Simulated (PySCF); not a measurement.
Mg(I)(NH2) (H₂IMgN), SMILES [NH2][Mg][I].

Coordinates come from a PBE0-D3(BJ)/def2-TZVP optimisation. The def2 effective core potentials stand for the cores of I; spin–orbit coupling is left out. One conformer was computed; it need not be the lowest.

The numbers are results of IEF-PCM-B3LYP/def2-SVP (PySCF), not measurements.

The values are the electrostatic part of the solvation free energy, E(continuum) − E(gas) at the gas-phase geometry, in a cavity of scaled van der Waals radii (PySCF's table); cavitation and dispersion terms are not included. A continuum can't describe solvent molecules that bind to the metal. In vacuum the orbital gap is 4.78 eV. The dipole moment in vacuum is 2.12 D.

Computed values in water (ε = 78.36), chloroform (ε = 4.71), methanol (ε = 32.61):
| solvent | ε | ΔG(elec) (kcal/mol) | dipole (D) | gap (eV) |
|---|---|---|---|---|
| water | 78.36 | -11.1 | 3.12 | 5.14 |
| chloroform | 4.71 | -7.8 | 2.81 | 5.02 |
| methanol | 32.61 | -10.8 | 3.09 | 5.13 |
